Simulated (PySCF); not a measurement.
Run record for `CCC(=C=O)C(Cl)(Cl)Cl`: OLYP/pcseg-1, TDA, 12 singlets.

Method: TDA OLYP/pcseg-1, vertical, gas phase, core orbitals frozen in the response (PySCF 2.14.0, density-fitted response routines). Geometry: GFN2-xTB. The input is one job of a driver script: a line of settings, then coordinates in Å.

Command:
```bash
OMP_NUM_THREADS=1 python probes_run.py task.json out
```

Input:
```
{"job": {"kind": "uv", "xc": "OLYP", "basis": "pcseg-1", "nstates": 12, "ntriplets": 0, "tda": true}, "charge": 0, "multiplicity": 1}
C     -1.810262     0.268545    -0.283278
C     -0.738213    -0.446062     0.534348
C      0.640732     0.164584     0.331755
C      0.961351     1.276246     0.934482
O      1.184899     2.259286     1.502476
C      1.603980    -0.512014    -0.566628
Cl     0.949840    -0.705458    -2.218138
Cl     3.117978     0.419768    -0.672393
Cl     2.000022    -2.153908     0.039975
H     -1.555008     0.261115    -1.338900
H     -1.915560     1.300612     0.041326
H     -2.766135    -0.233363    -0.155781
H     -0.677864    -1.492350     0.234863
H     -0.996437    -0.407473     1.593728
```

Output:
```
coarse grid: 14488 points
cycle   1  E = -1648.9569177768  dE =  1.221e+00  |g| = 8.419e-01  |ddm| = 4.417e+00
cycle   2  E = -1647.9885189892  dE =  9.684e-01  |g| = 2.322e+00  |ddm| = 2.948e+00
cycle   3  E = -1649.0552351004  dE = -1.067e+00  |g| = 4.921e-01  |ddm| = 2.453e+00
cycle   4  E = -1649.1151467585  dE = -5.991e-02  |g| = 1.311e-01  |ddm| = 6.531e-01
cycle   5  E = -1649.1188298555  dE = -3.683e-03  |g| = 4.520e-02  |ddm| = 1.938e-01
cycle   6  E = -1649.1193344892  dE = -5.046e-04  |g| = 1.308e-02  |ddm| = 7.147e-02
cycle   7  E = -1649.1193805551  dE = -4.607e-05  |g| = 3.745e-03  |ddm| = 2.087e-02
cycle   8  E = -1649.1193831613  dE = -2.606e-06  |g| = 1.774e-03  |ddm| = 5.791e-03
final grid: 129352 points
cycle   9  E = -1649.1738813961  dE =  2.590e-05  |g| = 2.558e-02  |ddm| = 7.552e-02
cycle  10  E = -1649.1727824665  dE =  1.099e-03  |g| = 7.609e-02  |ddm| = 9.753e-02
cycle  11  E = -1649.1740097124  dE = -1.227e-03  |g| = 9.196e-03  |ddm| = 7.484e-02
cycle  12  E = -1649.1740302923  dE = -2.058e-05  |g| = 1.440e-03  |ddm| = 1.210e-02
cycle  13  E = -1649.1740307913  dE = -4.990e-07  |g| = 4.995e-04  |ddm| = 2.439e-03
cycle  14  E = -1649.1740308497  dE = -5.840e-08  |g| = 1.711e-04  |ddm| = 7.945e-04
cycle  15  E = -1649.1740308566  dE = -6.817e-09  |g| = 2.938e-05  |ddm| = 2.043e-04
cycle  16  E = -1649.1740308567  dE = -1.605e-10  |g| = 1.744e-05  |ddm| = 6.556e-05
converged SCF energy = -1649.1740308567

Static polarisability (au): isotropic 90.828, principal 76.315 92.462 103.708

Singlet excitations
state   eV       nm        f      main configurations
  1   3.3605    368.9   0.00123   H->L 1.00
  2   4.4176    280.7   0.00171   H->L+1 0.99
  3   4.5680    271.4   0.00013   H-1->L 0.99
  4   4.9977    248.1   0.00076   H-2->L 0.91
  5   5.0225    246.9   0.00228   H->L+3 0.94
  6   5.0763    244.2   0.00379   H-3->L 0.79, H->L+2 0.08
  7   5.3237    232.9   0.02803   H-4->L 0.71, H->L+2 0.18
  8   5.7398    216.0   0.05594   H-5->L 0.42, H->L+2 0.27, H-4->L 0.16
  9   5.8017    213.7   0.00054   H-1->L+1 0.96
 10   5.8484    212.0   0.03019   H-6->L 0.55, H-5->L 0.30
 11   5.9095    209.8   0.11417   H-6->L 0.38, H-5->L 0.25, H->L+2 0.19
 12   6.2080    199.7   0.00744   H-1->L+2 0.39, H-2->L+1 0.34, H-3->L+1 0.11
```

The SCF starts on a coarse grid where the log names one; the energy can jump when the final grid takes over, and dE then counts from the start density on the new grid. H and L stand for HOMO and LUMO; the number after each pair is its weight.

Problem. How does the lowest singlet excitation compare with the HOMO–LUMO gap?

Solution. HOMO -5.99 eV and LUMO -2.73 eV give a gap of 3.26 eV; S1 at 3.36 eV lies 0.10 eV above it.

Problem. Give the mean polarisability as a volume in Å³, and the ratio of the largest to the smallest principal value.

Solution. 90.828 au × 0.148185 = 13.46 Å³; 103.708/76.315 = 1.36.

In short: SCF converged in 16 cycles with 163 basis and 1004 fitting functions; HOMO -5.99 eV, LUMO -2.73 eV; lowest singlet 3.36 eV; mean polarisability 90.8 au.

Hardware: Arm Neoverse N1, one thread, shared host. Cost: 54 s of wall time, 0.71 GiB resident at most.

Conformer computed: `[CH3:1][CH2:2][C:3](=[C:4]=[O:5])[C:6]([Cl:7])([Cl:8])[Cl:9]`: C1–C2–C3–C4 78°, C2–C3–C6–Cl7 58°.

One conformer stands for the species.
